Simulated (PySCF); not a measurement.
Electron correlation in Sb³⁺ (antimony, charge +3)

[Kr] 4d10 5s2, closed-shell 1S. Calculation: PySCF 2.14, in aug-cc-pwCVTZ-DK3; the spin-free X2C one-electron Hamiltonian (Gaussian nucleus). Frozen: [Ar] 3d10; 20 electrons correlated.

MP2 pair energies summed by pair of shells (mhartree):

```tsv
pair	energy	share (%)
4d-4d	-330.78	47.8
4p-4d	-129.23	18.7
4d-5s	-103.87	15.0
4p-4p	-41.86	6.0
4s-4d	-27.86	4.0
5s-5s	-26.94	3.9
4s-4p	-15.45	2.2
4p-5s	-11.64	1.7
4s-4s	-3.32	0.5
4s-5s	-1.39	0.2
```

Total MP2 correlation energy: -692.34 mhartree.

Same-spin part -233.88 and opposite-spin part -458.46 mhartree; SCS-MP2 scales them by 1/3 and 6/5 to -628.11 mhartree.
